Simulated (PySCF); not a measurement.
SiI2, SMILES I[Si]I (connectivity only; charge and spin as stated), neutral, multiplicity 1.

Geometry optimised at r2SCAN-D4/def2-SVP. The def2 effective core potentials stand for the cores of I; spin–orbit coupling is left out.

The numbers are results of HF/def2-TZVPD in PySCF, not measurements.

Symmetry labels are those of the subgroup C2v that the program uses (full group C2v).

Computed valence orbital energies around the gap with their symmetry:
```json
[
 {"orbital": "HOMO−7", "symmetry": "B2", "energy (eV)": "-24.27"},
 {"orbital": "HOMO−6", "symmetry": "A1", "energy (eV)": "-16.91"},
 {"orbital": "HOMO−5", "symmetry": "B2", "energy (eV)": "-12.32"},
 {"orbital": "HOMO−4", "symmetry": "A1", "energy (eV)": "-11.55"},
 {"orbital": "HOMO−3", "symmetry": "B1", "energy (eV)": "-11.11"},
 {"orbital": "HOMO−2", "symmetry": "A2", "energy (eV)": "-10.32"},
 {"orbital": "HOMO−1", "symmetry": "B2", "energy (eV)": "-9.96"},
 {"orbital": "HOMO", "symmetry": "A1", "energy (eV)": "-9.27"},
 {"orbital": "LUMO", "symmetry": "B1", "energy (eV)": "-0.38"},
 {"orbital": "LUMO+1", "symmetry": "A1", "energy (eV)": "1.01"},
 {"orbital": "LUMO+2", "symmetry": "B2", "energy (eV)": "1.08"},
 {"orbital": "LUMO+3", "symmetry": "B1", "energy (eV)": "1.51"}
]
```
